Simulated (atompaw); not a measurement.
# aluminium (Al) PAW (atompaw): all-electron and pseudo phase curves

* Element: aluminium
* Generator: atompaw 4.2.0.5
* Type: PAW
* Functional: PBE
* Relativity: scalar-relativistic
* Frozen core: [He]
* Valence charge: 11
* Reference configuration: 2s2 2p6 3s2 3p1
* Partial waves: 2s (bound): rc 0.95 bohr; 3s (bound): rc 1.00 bohr; 2p (bound): rc 0.70 bohr; 3p (bound): rc 0.95 bohr
* Local potential: vpsmatchnc scheme with l = 2 at 0 Ry, radius 0.85 bohr
* Core correction: smooth core density matched at 0.50 bohr
* Augmentation charge: sinc compensation charge, radius 0.95 bohr; PAW radius 1.00 bohr; waves and projectors: custom polynom gramschmidtortho

The phase is arctan(r·u′/u) with u = r·R(r), unwrapped; energies in Ry, scanned from -10 to 5 Ry. A pole is an energy at which the radial function vanishes at the test radius. The pseudo phase is shifted by a multiple of π to meet the all-electron one at the reference energy, and phase errors are pseudo minus all-electron; the curves can meet again beyond the range given. Levels narrower than the energy grid can be missing from the lists of poles.

| channel | radius (bohr) | reference energy (Ry) | poles, all-electron | poles, pseudo | unbroken range about the reference energy with phases within 0.05 rad | phase error 1 Ry above the reference energy (rad) |
| --- | --- | --- | --- | --- | --- | --- |
| s | 1.00 | -0.57 | -5.36 | -5.36 | the whole range | +0.000 |
| p | 1.00 | -0.20 | -2.97 | -2.97 | the whole range | -0.000 |

Phases in the s channel:

```
E (Ry)  all-electron  pseudo
-10.00         0.417   0.416
 -9.76         0.252   0.252
 -9.52         0.055   0.055
 -9.28        -0.167  -0.167
 -9.04        -0.396  -0.396
 -8.80        -0.609  -0.609
 -8.56        -0.793  -0.793
 -8.32        -0.943  -0.943
 -8.08        -1.064  -1.064
 -7.84        -1.161  -1.161
 -7.60        -1.238  -1.238
 -7.36        -1.302  -1.302
 -7.12        -1.355  -1.355
 -6.88        -1.399  -1.399
 -6.64        -1.437  -1.437
 -6.40        -1.469  -1.469
 -6.16        -1.497  -1.497
 -5.92        -1.522  -1.522
 -5.68        -1.544  -1.544
 -5.44        -1.564  -1.564
 -5.20        -1.582  -1.582
 -4.96        -1.599  -1.599
 -4.72        -1.614  -1.614
 -4.48        -1.628  -1.628
 -4.24        -1.641  -1.641
 -4.00        -1.653  -1.653
 -3.76        -1.665  -1.665
 -3.52        -1.675  -1.675
 -3.28        -1.686  -1.686
 -3.04        -1.696  -1.696
 -2.80        -1.705  -1.705
 -2.56        -1.714  -1.714
 -2.32        -1.723  -1.723
 -2.08        -1.732  -1.732
 -1.84        -1.740  -1.740
 -1.60        -1.748  -1.748
 -1.36        -1.756  -1.756
 -1.12        -1.764  -1.765
 -0.88        -1.772  -1.772
 -0.64        -1.780  -1.780
 -0.40        -1.788  -1.788
 -0.16        -1.796  -1.796
  0.08        -1.804  -1.804
  0.32        -1.812  -1.812
  0.56        -1.820  -1.820
  0.80        -1.828  -1.828
  1.04        -1.836  -1.836
  1.28        -1.844  -1.844
  1.52        -1.853  -1.853
  1.76        -1.861  -1.861
  2.00        -1.870  -1.870
  2.24        -1.879  -1.879
  2.48        -1.889  -1.889
  2.72        -1.898  -1.898
  2.96        -1.908  -1.908
  3.20        -1.918  -1.919
  3.44        -1.929  -1.929
  3.68        -1.940  -1.940
  3.92        -1.951  -1.952
  4.16        -1.963  -1.964
  4.40        -1.976  -1.976
  4.64        -1.989  -1.990
  4.88        -2.003  -2.003
```
